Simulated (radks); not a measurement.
Coulomb parameter of the 5d shell of the rhenium ion Re3+ in the model configuration [Xe] 4f14 5d2 6p2, as a second difference U = [E(n + 0.25) + E(n - 0.25) - 2 E(n)] / (0.25)^2 with all orbitals relaxed. "Bare": the charge of the atom changes with n. "Screened": the 6p shell takes up the change at fixed total charge, which measures U(5d,5d) + U(6p,6p) - 2 U(5d,6p). Calculated with a radial shooting solver on a logarithmic mesh with Libxc functionals: Dirac Kohn-Sham, PBE, spin-unpolarised, spherical densities, finite nucleus; open shells are shared between the two j in proportion to 2j + 1; Fermi nuclear charge, rms radius 5.3698 fm.

[
 {"case": "start", "configuration": "[Xe] 4f14 5d2 6p2", "E - E(n) (eV)": "0.000"},
 {"case": "bare +0.25", "configuration": "[Xe] 4f14 5d2.25 6p2", "E - E(n) (eV)": "-9.702"},
 {"case": "bare -0.25", "configuration": "[Xe] 4f14 5d1.75 6p2", "E - E(n) (eV)": "10.492"},
 {"case": "screened +0.25", "configuration": "[Xe] 4f14 5d2.25 6p1.75", "E - E(n) (eV)": "-3.751"},
 {"case": "screened -0.25", "configuration": "[Xe] 4f14 5d1.75 6p2.25", "E - E(n) (eV)": "3.873"}
]

U(bare) = 12.632 eV, U(screened by 6p) = 1.947 eV.
